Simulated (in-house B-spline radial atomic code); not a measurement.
A calculation on the vanadium ion V²⁺: its settings, and results tabulated from the run. Computed with a radial B-spline atomic code at the basis-set limit: scalar-relativistic (X2C) Hartree-Fock, spin-polarised, averaged over the determinants with the given up and down occupations, Fermi nucleus of rms radius 3.6002 fm, inside a hard spherical wall at 3.76 bohr.

Command:
```bash
python run_scf.py task.json out
```
Settings (nuclear radius in fm, mass in u):
```
Z                23
configuration    [Ne] 3s2 3p5 3d4
hamiltonian      x2c
method           hf
spin_polarised   True
nucleus          fermi
rms_radius       3.6002
atomic_mass      50.94396
speed_of_light   137.035999084
wall_radius      3.76
```

Output (hartree, bohr):
```
 radial grid: 62 intervals, B-splines of order 8, outer radius 3.76 bohr

 iter        energy (Eh)    residual
    1       -938.9086737    3.78e-01
    2       -944.3758032    2.61e-01
    3       -945.9592938    7.24e-02
    4       -946.0959583    1.95e-02
    5       -946.1050854    9.39e-03
    6       -946.1073604    8.87e-04
    7       -946.1073718    6.38e-05
    8       -946.1073719    1.97e-05
    9       -946.1073719    1.87e-06
   10       -946.1073719    1.45e-07

 total energy                     -946.107372
 kinetic                            957.13096
 electron-nucleus                 -2242.93099
 electron-electron                  339.69265

 orbital      occ     eigenvalue          <r>       <r^2>       <1/r>       <r^4>       r_max
 1s up      1.000     -203.60911    0.0661065  0.00589005     23.0935 8.99596e-05      0.0432
 1s down    1.000     -203.58268    0.0660975   0.0058882     23.0957 8.98894e-05      0.0432
 2s up      1.000      -24.83268     0.306209    0.110882     4.86491   0.0216563      0.2546
 2s down    1.000      -24.72372     0.305144    0.109951     4.87838   0.0211096      0.2543
 2p up      3.000      -20.75682     0.273414   0.0920725     4.70793   0.0174446       0.208
 2p down    3.000      -20.62721     0.272605   0.0913837     4.71635   0.0170419      0.2079
 3s up      1.000       -4.01950     0.947427     1.03246     1.47902     1.70647      0.8202
 3s down    1.000       -3.50812     0.954651     1.05027     1.46358     1.78537      0.8196
 3p up      3.000       -2.86604      1.01037     1.19455     1.34661     2.41906      0.8482
 3p down    2.000       -2.40481       1.0262     1.23707     1.32645     2.63768        0.85
 3d up      4.000       -1.14477      1.20229     1.76009     1.05616     5.87818      0.8881
```

Time taken, with all properties: 0.12 s on 1 thread of x86-64 server CPU, with other jobs on the host.
